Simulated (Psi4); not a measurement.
CH$_{4}$N, doublet, at a GFN2-xTB geometry, atoms displaced at random by about 0.05 Å a coordinate. Base run: Psi4 1.11 with HF/STO-3G.

Here is a job for Psi4.
```
memory 2 GB

molecule {
0 2
  C     0.05670528    0.56724369    0.04838921
  N    -0.01997013   -0.72558280    0.00376502
  H    -1.05377040    1.07027414    0.08056194
  H    -0.51974016   -1.15452997   -0.78444967
  H     0.55626263    0.98072546    0.95604006
  H     0.53094003    0.97143428   -0.87978228
}

set basis sto-3g
set reference uhf

optimize('scf')
print_variables()
```

Each row names what was changed in the base input (with any setting that the change needs).

```csv
change,ΔE vs base (kJ/mol),optimiser steps
base,0.00,7
opt_coordinates = both,0.00,7
g_convergence = gau,0.00,7
step_type = nr,0.00,7
hess_update = bofill,0.00,8
intrafrag_hess = fischer,0.00,7
hess_update = none,0.00,13
```

Open shells are given as the SCF converged; they aren't shown to be the lowest states, and a large step between rows can be another state.
